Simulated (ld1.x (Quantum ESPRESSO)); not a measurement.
**B, TM: configuration errors across variants**

- Element: B
- Generator: ld1.x (Quantum ESPRESSO) 7.5
- Type: norm-conserving Troullier–Martins (Kleinman–Bylander form)
- Functional: LDA (PZ)
- Relativity: scalar-relativistic
- Frozen core: [He]
- Valence charge: 3
- Reference configuration: 2s2 2p0.5 (charge +0.5)
- Partial waves: 2s (bound): rc 1.45 bohr; 2p (bound): rc 1.70 bohr
- Local potential: the p channel
- Core correction: a·sin(br)/r model core inside 1.30 bohr

All-electron excitation energies from the reference (eV): (1) 2s2 2p1 -2.943; (2) 2s2 2p0 5.384; (3) 2s1 2p0 30.688; (4) 2s1 2p2 2.743; (5) 2s0 2p3 8.458; (6) 2s2 2p1.3 -3.715; (7) 2s1 2p1 11.340; (8) 2s2 2p0.5 spin -0.074; (9) 2s2 2p1 spin -3.178.

Spin tests fill each open shell by Hund’s rule, majority spin first.

Errors AE − PS in meV (a dash: test not solved or not reliable):

```csv
change,(1),(2),(3),(4),(5),(6),(7),(8),(9),bound ghosts
base,+2.2,+8.0,+82,+13,+38,+3.4,+3.0,+8.8,+26,none
"all radii but the core radius scaled by about 0.79 (s 1.14, p 1.34 bohr)",+2.1,+7.1,+80,+14,+41,+3.4,+7.0,+9.3,+27,none
"all radii but the core radius scaled by about 0.84 (s 1.22, p 1.42 bohr)",+2.1,+7.1,+80,+13,+40,+3.4,+6.6,+9.2,+26,none
"all radii but the core radius scaled by about 1.05 (s 1.52, p 1.80 bohr)",+2.3,+8.5,+83,+14,+38,+3.6,+1.2,+8.7,+26,none
"all radii but the core radius scaled by about 1.16 (s 1.68, p 1.98 bohr)",+2.8,+10,+85,+15,+40,+4.2,-3.6,+8.3,+26,none
"all radii but the core radius scaled by about 1.24 (s 1.80, p 2.12 bohr)",+3.3,+12,+85,+18,+43,+5.0,-7.6,+8.0,+26,none
```

Question: Give the same row for: all radii but the core radius scaled by about 1.37 (s 1.98, p 2.32 bohr).

Answer: +4.6, +16, +88, +22, +49, +6.8, -17, +7.5, +26; bound ghosts: none.
